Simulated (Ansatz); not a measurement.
Computed with Ansatz on PBE0-D4/def2-TZVP structures; ΔE is electronic, products minus reactants. CCSD(T)/CBS adds triple-zeta CCSD(T) − MP2 to the extrapolated MP2 energy (def2 sets, frozen cores). Functionals use def2-TZVPP. For Se outer-core shells are correlated without core-valence functions, which leaves a few kJ/mol of doubt a bond. Scalar relativity is left out up to krypton. One conformer a species, not always the lowest.

Reaction (cleavage of the Si–Si bond): `CO[SiH2][SiH](O)F` + `C[SeH]` → `CO[SiH2][Se]C` + `O[SiH2]F`

```json
{"level": "PBE", "ΔE (kJ/mol)": "-75.8"}
{"level": "CCSD/def2-TZVPP", "ΔE (kJ/mol)": "-86.9"}
```

Task: What does CCSD(T)/CBS give? (An estimate is asked.)

Result: Ansatz gave: -92.4 kJ/mol. The listed levels differ from it by 16.6, 5.5 kJ/mol.

Largest T1 diagnostic among the species: 0.012.

From PBE to PBE0 (25 % exact exchange), in def2-TZVPP and without D4, ΔE moves by −4.0 kJ/mol. The D4 term adds −5.2 kJ/mol with B3LYP and −2.9 kJ/mol with PBE0; it sums over pairs of atoms, weighted by their polarisabilities, and B3LYP, whose exchange is more repulsive, gets the larger term.

B3LYP here is the variant with VWN-RPA as its local correlation; programs differ in this.
